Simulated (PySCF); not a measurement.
H₄O₃SSn, SMILES [SH][Sn]([OH])([OH])[OH]. Atoms are numbered in the order given.

```xyz
9

O     -0.6229     1.3656    -1.4530
Sn    -0.2069     0.0263    -0.0730
O     -1.5224     0.4559     1.3345
O     -0.4575    -1.7481    -0.8927
S      2.0334    -0.0650     0.7596
H     -1.1555     2.0802    -1.0808
H     -1.3240     0.0058     2.1646
H     -1.1090    -1.7118    -1.6046
H      2.2208    -1.2359     0.1076
```

The structure is a stationary point at PBE0-D3(BJ)/def2-SVP. The def2 effective core potentials stand for the cores of Sn; spin–orbit coupling is left out. The values are those of a single conformer.

Method: PBE0-D3(BJ)/def2-SVP in PySCF.

Frequencies are harmonic and unscaled.

| mode | ν (cm⁻¹) | IR (km/mol) | Raman (Å⁴/amu) | depolarisation | moving atoms (share of kinetic energy) |
|---|---|---|---|---|---|
| 1 | 91 | 37.3 | 2.8 | 0.75 | O 60 %, H 23 %, S 16 % |
| 2 | 114 | 3.2 | 2.3 | 0.75 | O 55 %, S 24 %, H 12 %, Sn 9 % |
| 3 | 135 | 4.9 | 3.0 | 0.73 | H 39 %, O 33 %, Sn 17 %, S 12 % |
| 4 | 154 | 25.1 | 1.9 | 0.72 | O 51 %, H 40 % |
| 5 | 162 | 13.4 | 0.4 | 0.75 | H 81 %, O 13 % |
| 6 | 175 | 20.7 | 2.5 | 0.75 | O 55 %, H 24 %, Sn 16 % |
| 7 | 194 | 93.1 | 2.4 | 0.67 | O 50 %, H 38 %, Sn 8 % |
| 8 | 227 | 16.2 | 2.9 | 0.72 | H 89 %, O 10 % |
| 9 | 257 | 174.9 | 0.6 | 0.41 | H 69 %, O 29 % |
| 10 | 370 | 37.2 | 17.2 | 0.18 | S 74 %, Sn 19 % |
| 11 | 625 | 51.8 | 25.4 | 0.01 | O 92 % |
| 12 | 645 | 86.1 | 7.3 | 0.55 | O 84 %, Sn 14 % |
| 13 | 650 | 93.1 | 6.8 | 0.67 | O 83 %, Sn 15 % |
| 14 | 715 | 8.2 | 3.7 | 0.73 | H 93 % |
| 15 | 841 | 47.0 | 0.7 | 0.68 | H 94 % |
| 16 | 865 | 119.9 | 1.0 | 0.74 | H 91 % |
| 17 | 871 | 85.0 | 1.2 | 0.75 | H 91 %, O 8 % |
| 18 | 2707 | 4.1 | 108.0 | 0.28 | H 97 % |
| 19 | 3877 | 90.8 | 93.3 | 0.44 | H 94 % |
| 20 | 3879 | 101.2 | 137.5 | 0.21 | H 94 % |
| 21 | 3888 | 71.7 | 108.1 | 0.20 | H 94 % |
